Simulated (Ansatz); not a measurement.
One change: `FC[S][InH2]` becomes `FCS[SiH3]`.

Ansatz, PBE0-D4/def2-TZVP geometries, multiplicity 1. Each molecule was computed in one conformer, which needn't be the lowest.

Elements past krypton have def2 core potentials.

```
                                          property  `FC[S][InH2]`
             HOMO energy (ωB97M-V/def2-TZVPP) / eV          -9.51
              HOMO–LUMO gap (PBE0/def2-TZVPP) / eV           5.58
size of the dipole moment (ωB97M-V/def2-TZVPP) / D           1.76
                LUMO energy (PBE0/def2-TZVPP) / eV          -1.77
             LUMO energy (ωB97M-V/def2-TZVPP) / eV          -0.27
    size of the dipole moment (PBE/def2-TZVPP) / D           1.53
```

Task: What does the change do to each property? (Best estimate.)

Result: Ansatz gave: 
```
                                          property  `FCS[SiH3]`  shift
             HOMO energy (ωB97M-V/def2-TZVPP) / eV        -9.72  -0.21
              HOMO–LUMO gap (PBE0/def2-TZVPP) / eV         7.52   1.94
size of the dipole moment (ωB97M-V/def2-TZVPP) / D         1.39  -0.37
                LUMO energy (PBE0/def2-TZVPP) / eV        -0.01   1.76
             LUMO energy (ωB97M-V/def2-TZVPP) / eV         1.75   2.02
    size of the dipole moment (PBE/def2-TZVPP) / D         1.30  -0.23
```

With PBE0 the HOMO falls by 0.19 eV and the LUMO rises by 1.76 eV, so the gap widens by about 1.95 eV. PBE moves the HOMO by -0.11 eV and ωB97M-V by -0.21 eV. The zero-point energy changes by 34.3 kJ/mol with +3 modes. Dipoles are sizes alone; their direction can turn.

Positive LUMOs are unbound, so they and the gaps depend on the basis.
